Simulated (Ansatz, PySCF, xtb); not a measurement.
Dimer: H2O (SMILES O) (first 3 atoms) with CHN (SMILES C#N); geometry from B3LYP-D3(BJ)/def2-TZVP.
(charge 0, multiplicity 1):
```xyz
6

O     -0.143     0.065    -0.657
H      0.791    -0.061    -0.848
H     -0.201     0.072     0.308
C     -0.279     0.079     3.555
N     -0.139     0.062     2.419
H     -0.411     0.096     4.614
```

Interaction energies are E(AB) − E(A) − E(B) at the monomers' geometry in the complex; basis-set methods are counterpoise corrected. Rows marked so take none.

Rows in 6-31G* carry no dispersion term and start afresh at each structure (6-31G* with six Cartesian d functions).

The values were computed with Ansatz (Gaussian orbitals); PySCF for 6-31G* rows; xtb for the GFN methods. 

Problem. One of these levels gives -120.9 meV for the interaction energy. Which?
(A) GFN2-xTB
(B) PBE/def2-TZVPPD
(C) HF/6-31G*
(D) M06-2X/6-31G* (no counterpoise)

Solution. C, HF/6-31G*. The others give -139.6 (GFN2-xTB), -165.0 (PBE/def2-TZVPPD), -193.9 (M06-2X/6-31G* (no counterpoise))

Ansatz is a program for electronic structure.
